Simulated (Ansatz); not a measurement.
`N[SiH]([SiH3])[SnH3]` and `N[SiH](O)[SnH3]` differ in one atom or group.

Ansatz, PBE0-D4/def2-TZVP geometries, multiplicity 1. Each molecule was computed in one conformer, which needn't be the lowest.

Elements past krypton have def2 core potentials.

```csv
property,`N[SiH]([SiH3])[SnH3]`
HOMO energy (PBE/def2-TZVPP) / eV,-5.75
HOMO–LUMO gap (ωB97M-V/def2-TZVPP) / eV,9.94
HOMO–LUMO gap (B3LYP/def2-TZVPP) / eV,5.94
size of the dipole moment (PBE/def2-TZVPP) / D,1.66
HOMO–LUMO gap (PBE/def2-TZVPP) / eV,4.39
LUMO energy (B3LYP/def2-TZVPP) / eV,-0.75
```

(1) What does the change do to each property? (An estimate is asked.)

Results:

(1) The calculation gave: 
| property | `N[SiH](O)[SnH3]` | shift |
| --- | --- | --- |
| HOMO energy (PBE/def2-TZVPP) / eV | -6.13 | -0.38 |
| HOMO–LUMO gap (ωB97M-V/def2-TZVPP) / eV | 10.86 | 0.92 |
| HOMO–LUMO gap (B3LYP/def2-TZVPP) / eV | 6.86 | 0.92 |
| size of the dipole moment (PBE/def2-TZVPP) / D | 1.12 | -0.54 |
| HOMO–LUMO gap (PBE/def2-TZVPP) / eV | 5.33 | 0.94 |
| LUMO energy (B3LYP/def2-TZVPP) / eV | -0.25 | 0.50 |

With PBE0 the HOMO falls by 0.42 eV and the LUMO rises by 0.53 eV, so the gap widens by about 0.95 eV. PBE moves the HOMO by -0.38 eV and ωB97M-V by -0.45 eV. Dipoles are sizes alone; their direction can turn.

B3LYP here is the variant with VWN-RPA as its local correlation; programs differ in this.
